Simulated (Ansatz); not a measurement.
Reaction (redistribution): `[NH2][Al]([F])[Cl]` + `FBBr` → `[NH2][Al]([F])[F]` + `ClBBr`

Computed with Ansatz on PBE0-D4/def2-TZVP structures; ΔE is electronic, products minus reactants. CBS: MP2 limit from def2 TZ/QZ plus the TZ coupled-cluster correction, frozen cores. Functionals use def2-TZVPP. For Br outer-core shells are correlated without core-valence functions, which leaves a few kJ/mol of doubt a bond. Scalar relativity is left out up to krypton. Each species was taken in one conformer, which may not be the lowest.

| level | ΔE (kcal/mol) |
| --- | --- |
| BHLYP-D4 | 9.5 |
| ωB97X-V | 8.9 |
| PBE | 7.8 |
| r2SCANh | 8.8 |

(1) What does CCSD(T)/CBS give? (Estimate.)

Largest T1 diagnostic among the species: 0.012.

## Answers

(1) Ansatz gave: +7.3 kcal/mol. The listed levels differ from it by 2.2, 1.6, 0.5, 1.5 kcal/mol.

From BLYP to BHLYP (50 % exact exchange), in def2-TZVPP and without D4, ΔE moves by +1.8 kcal/mol. At CCSD(T), def2-SVP lies +1.7 kcal/mol from the extrapolated value and def2-TZVPP +0.4 kcal/mol.
